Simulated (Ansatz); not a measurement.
`O[SiH](Cl)[GeH3]`, charge 0, multiplicity 1.

(1) Give a relaxed structure at PBE0-D4/def2-TZVP (the Gaussian-basis code of Ansatz). (An estimate is asked.)

## Answers

(1) Computed: 
Cartesian coordinates in Å:
```
O -0.798 0.037 -1.924
Si -0.329 -0.774 -0.579
Cl 1.337 -1.929 -0.972
Ge 0.253 0.675 1.217
H -0.190 0.673 -2.306
H -1.445 -1.694 -0.272
H -0.958 1.512 1.660
H 1.366 1.634 0.758
H 0.765 -0.135 2.418
```
This is one stationary point; other conformers may exist.
